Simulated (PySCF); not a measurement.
## Spinor energies of Sm (samarium, neutral)

Start: [Xe] 4f5 6s2 6p1; 4f7/2 filled at m_j = -1/2, +1/2, +3/2, +5/2, +7/2; 6p3/2 filled at m_j = +3/2. Calculated with PySCF 2.14 in x2c-TZVPall-2c with one added diffuse shell each of s, p, d, f type (12s12p11d5f1g, 147 functions): generalised Hartree-Fock with the X2C-1e Hamiltonian and a Gaussian nucleus; spin-orbit coupling (SO) screened by Boettger's factors. This is a chosen level, not necessarily the ground level.

```json
{"spinor shell": "1s1/2", "electrons": "2", "ε, screened SO (eV)": "-47067.6", "weight of nominal j (screened SO)": "1.000", "rms radius, screened SO (bohr)": "0.0259"}
{"spinor shell": "2s1/2", "electrons": "2", "ε, screened SO (eV)": "-7815.7", "weight of nominal j (screened SO)": "1.000", "rms radius, screened SO (bohr)": "0.105"}
{"spinor shell": "2p1/2", "electrons": "2", "ε, screened SO (eV)": "-7392.8", "weight of nominal j (screened SO)": "1.000", "rms radius, screened SO (bohr)": "0.0900"}
{"spinor shell": "2p3/2", "electrons": "4", "ε, screened SO (eV)": "-6785.8", "weight of nominal j (screened SO)": "1.000", "rms radius, screened SO (bohr)": "0.0962"}
{"spinor shell": "3s1/2", "electrons": "2", "ε, screened SO (eV)": "-1769.7", "weight of nominal j (screened SO)": "1.000", "rms radius, screened SO (bohr)": "0.271"}
{"spinor shell": "3p1/2", "electrons": "2", "ε, screened SO (eV)": "-1586.8", "weight of nominal j (screened SO)": "1.000", "rms radius, screened SO (bohr)": "0.263"}
{"spinor shell": "3p3/2", "electrons": "4", "ε, screened SO (eV)": "-1461.2", "weight of nominal j (screened SO)": "1.000", "rms radius, screened SO (bohr)": "0.276"}
{"spinor shell": "3d3/2", "electrons": "4", "ε, screened SO (eV)": "-1147.2", "weight of nominal j (screened SO)": "0.997", "rms radius, screened SO (bohr)": "0.248"}
{"spinor shell": "3d5/2", "electrons": "6", "ε, screened SO (eV)": "-1120.5", "weight of nominal j (screened SO)": "0.998", "rms radius, screened SO (bohr)": "0.251"}
{"spinor shell": "4s1/2", "electrons": "2", "ε, screened SO (eV)": "-381.71", "weight of nominal j (screened SO)": "1.000", "rms radius, screened SO (bohr)": "0.614"}
{"spinor shell": "4p1/2", "electrons": "2", "ε, screened SO (eV)": "-309.52", "weight of nominal j (screened SO)": "0.981", "rms radius, screened SO (bohr)": "0.633"}
{"spinor shell": "4p3/2", "electrons": "4", "ε, screened SO (eV)": "-281.30", "weight of nominal j (screened SO)": "0.991", "rms radius, screened SO (bohr)": "0.661"}
{"spinor shell": "4d3/2", "electrons": "4", "ε, screened SO (eV)": "-160.57", "weight of nominal j (screened SO)": "0.733", "rms radius, screened SO (bohr)": "0.718"}
{"spinor shell": "4d5/2", "electrons": "6", "ε, screened SO (eV)": "-155.24", "weight of nominal j (screened SO)": "0.822", "rms radius, screened SO (bohr)": "0.724"}
{"spinor shell": "5s1/2", "electrons": "2", "ε, screened SO (eV)": "-60.278", "weight of nominal j (screened SO)": "1.000", "rms radius, screened SO (bohr)": "1.49"}
{"spinor shell": "5p1/2", "electrons": "2", "ε, screened SO (eV)": "-37.769", "weight of nominal j (screened SO)": "0.948", "rms radius, screened SO (bohr)": "1.66"}
{"spinor shell": "5p3/2", "electrons": "4", "ε, screened SO (eV)": "-33.524", "weight of nominal j (screened SO)": "0.974", "rms radius, screened SO (bohr)": "1.76"}
{"spinor shell": "4f7/2", "electrons": "5", "ε, screened SO (eV)": "-23.404", "weight of nominal j (screened SO)": "0.655", "rms radius, screened SO (bohr)": "0.979"}
{"spinor shell": "6s1/2", "electrons": "2", "ε, screened SO (eV)": "-7.124", "weight of nominal j (screened SO)": "0.799", "rms radius, screened SO (bohr)": "4.12"}
{"spinor shell": "6p3/2", "electrons": "1", "ε, screened SO (eV)": "-4.144", "weight of nominal j (screened SO)": "0.998", "rms radius, screened SO (bohr)": "5.63"}
```

```
   quantity   screened SO
E (hartree)  -10425.94785
        M_J             9
       ⟨J²⟩        93.716
       ⟨L²⟩        44.495
       ⟨S²⟩        12.732
```

The determinant has a definite M_J but mixes levels of different J.

Each row is a mean over spinors that exchange with the open shell spreads, by up to 16.270 eV (4d5/2).

Rows whose weight is well below 1 are mixtures of j = l ± 1/2: exchange outweighs spin-orbit coupling there, and the label is only the starting occupation.

Breit and QED terms are absent; they matter most for the inner s and p1/2 levels.

Densities and radii are taken from the X2C orbitals without a picture-change correction, which distorts them close to the nucleus.
